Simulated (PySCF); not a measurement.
Computed IR spectrum (relative IR intensity) of a molecule CH7FN2Si. Geometry optimised at PBE-D3(BJ)/def2-SVP. Other conformers were not sampled. Computed with PBE-D3(BJ)/def2-SVP (PySCF 2.14.0). Frequencies are harmonic and unscaled.

Lines under 2 % of the strongest are left out, and lines within 2 cm⁻¹ are merged.

ν (cm⁻¹): 183 (vw), 293 (m), 352 (vs), 376 (m), 419 (s), 643 (w), 711 (vw), 772 (w), 839 (s), 905 (vs), 935 (vs), 1225 (m), 1482 (m), 1487 (w), 3070 (vw), 3081 (vw), 3499 (w), 3507 (w), 3599 (w), 3606 (w) (against the strongest line: vs over 80 %, s over 45 %, m over 15 %, w over 4 %, vw less)

### Question
Pick the molecule that these values belong to.
A. CN[Si@H](N)F
B. C[Si](N)(N)F
C. NC[Si@H](N)F
D. N[SiH](N)CF

### Answer
B, C[Si](N)(N)F
